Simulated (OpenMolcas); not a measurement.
## B, Al, Ga, In, Tl: ns2 np down the group

```yaml
Program: OpenMolcas
Method: SS-CASPT2, IPEA 0.25 Eh, imaginary shift 0.1 Eh
Basis: ANO-RCC-VTZP
Scalar_Hamiltonian: DKH2, point nucleus
Spin-orbit_coupling: RASSI with atomic mean-field integrals over the reference wave functions, term energies averaged over their components
```

Active space for each ion: 1 electron in 3 orbitals (p); closed shells correlated by CASPT2: B 1s 2s; Al 2s 2p 3s; Ga 3d 4s; In 4d 5s; Tl 5d 6s.

Computed levels in cm-1 above 2P* 1/2:

| Level | B | Al | Ga | In | Tl |
| --- | --- | --- | --- | --- | --- |
| 2P* 3/2 | 14.8 | 94.4 | 738 | 1941 | 6634 |
| weight of 2P* in the lowest level (%) | 100 | 100 | 100 | 100 | 100 |

Measured, with the error of the calculation in %. Measured levels: B, Al, Ga, In, Tl from NIST Handbook of Basic Atomic Spectroscopic Data.

| Level | B | Al | Ga | In | Tl |
| --- | --- | --- | --- | --- | --- |
| 2P* 3/2 | 15.3 (-2.9) | 112 (-15.8) | 826 (-10.6) | 2213 (-12.3) | 7793 (-14.9) |

The fine-structure level 2P* 3/2 changes by a factor of 448 from B to Tl.

With one active electron, CASPT2 adds the correlation within the correlated inactive shells and between them and that electron, and leaves the splitting within a term as the reference gives it. Computed and measured levels are paired by configuration, term and J; levels that our copy of the source lacks, or whose pairing is in doubt (as where it misses far off the trend of its configuration), stay unpaired and out of the deviations. Only configurations of the active space appear.

* marks odd parity.
